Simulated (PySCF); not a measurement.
C8H4F2O2.
SMILES with atom numbers: `[O:1]=[C:2]([F:3])[c:4]1[cH:5][cH:6][c:7]([C:8](=[O:9])[F:10])[cH:11][cH:12]1`

Cartesian coordinates in Å at the GFN2-xTB level; atoms count from 1:
```xyz
16
C8H4F2O2 angstrom
O      3.5290   -0.6135   -0.9103
C      2.8443    0.0551   -0.2151
F      3.4270    0.9785    0.6017
C      1.3801    0.0468   -0.0857
C      0.7122    0.9080    0.7866
C     -0.6640    0.8601    0.8695
C     -1.3809   -0.0460    0.0847
C     -2.8452   -0.0545    0.2142
O     -3.5302    0.6153    0.9080
F     -3.4276   -0.9794   -0.6012
C     -0.7130   -0.9065   -0.7884
C      0.6632   -0.8586   -0.8714
H      1.2723    1.6052    1.3903
H     -1.2055    1.5145    1.5355
H     -1.2738   -1.6031   -1.3923
H      1.2046   -1.5129   -1.5375
```

Probes without a nucleus sit at each ring's centroid and 1 Å off its mean plane on both sides; NICS is minus the shielding there, NICSzz its component along the normal. Level: GIAO PBE0/pcSseg-1 (PySCF, non-relativistic, gas phase) on the GFN2-xTB geometry, one conformer.

Ring bond lengths (Å), with Mayer bond orders in brackets: C4–C5 1.396 (1.34), C5–C6 1.379 (1.44), C6–C7 1.397 (1.37), C7–C11 1.396 (1.34), C11–C12 1.380 (1.44), C12–C4 1.397 (1.37).

What do the NICS probes read (ppm)?

```
               ring                                              type  NICS(0)  NICS(1), two faces  NICS(1)zz, two faces  rms pucker (Å)  centre to ring atoms, mean (Å)
C4–C5–C6–C7–C11–C12  6-membered carbocycle; formal bonds all aromatic     -8.5       -11.3 / -11.3         -27.0 / -27.0            0.00                            1.39
```

What can be read from them?

- C4–C5–C6–C7–C11–C12: mean NICS(1)zz -27.0 ppm, shielded. The ring is flat and has no four-coordinate atom; by the NICS criterion it is aromatic.

And the bond-length index? Use HOMA with the parameters of Krygowski (1993).

- C4–C5–C6–C7–C11–C12: HOMA 0.98 = 1 − EN − GEO, with mean bond length 1.391 Å, EN = α(Ropt − mean)² = 0.002 and GEO = α × variance = 0.016. The geometric and the magnetic index point the same way.

How shielded are the nuclei of the rings and their hydrogens (means over atoms taken as equivalent)?

```csv
atoms,environment,σ isotropic (ppm),"principal values of the symmetric part, first atom (ppm)"
C4 (×2),substituted aromatic carbon,51.1,"-48.2, 42.6, 158.9"
C5 (×4),aromatic CH carbon,47.4,"-52.9, 19.7, 178.8"
H13 (×4),aromatic hydrogen,23.05,"18.6, 22.9, 27.8"
```
